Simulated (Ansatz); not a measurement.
`CO[SiH2][SeH]` and `CO[SiH2][AlH2]` differ in one atom or group.

Ansatz, PBE0-D4/def2-TZVP geometries, multiplicity 1. Each molecule was computed in one conformer, which needn't be the lowest.

Scalar relativity is left out up to krypton. Spin–orbit coupling is left out; it splits and shifts lone-pair levels of the heavy atoms by tenths of an eV.

```
                                        property  `CO[SiH2][SeH]`
            HOMO–LUMO gap (PBE0/def2-TZVPP) / eV             7.29
              HOMO energy (PBE0/def2-TZVPP) / eV            -7.18
           HOMO–LUMO gap (B3LYP/def2-TZVPP) / eV             6.76
         HOMO–LUMO gap (ωB97M-V/def2-TZVPP) / eV            11.27
size of the dipole moment (B3LYP/def2-TZVPP) / D             1.87
  size of the dipole moment (PBE/def2-TZVPP) / D             1.73
```

Give the same properties after the change, and the shifts. (Best estimate.)

The calculation gave: 
```tsv
property	`CO[SiH2][AlH2]`	shift
HOMO–LUMO gap (PBE0/def2-TZVPP) / eV	5.40	-1.89
HOMO energy (PBE0/def2-TZVPP) / eV	-7.43	-0.25
HOMO–LUMO gap (B3LYP/def2-TZVPP) / eV	5.03	-1.73
HOMO–LUMO gap (ωB97M-V/def2-TZVPP) / eV	9.05	-2.22
size of the dipole moment (B3LYP/def2-TZVPP) / D	0.84	-1.03
size of the dipole moment (PBE/def2-TZVPP) / D	0.82	-0.91
```

With PBE0 the HOMO falls by 0.25 eV and the LUMO falls by 2.13 eV, so the gap narrows by about 1.88 eV. PBE moves the HOMO by -0.29 eV and ωB97M-V by -0.08 eV. The zero-point energy changes by 11.7 kJ/mol with +3 modes. Dipoles are sizes alone; their direction can turn.

B3LYP here is the variant with VWN-RPA as its local correlation; programs differ in this.
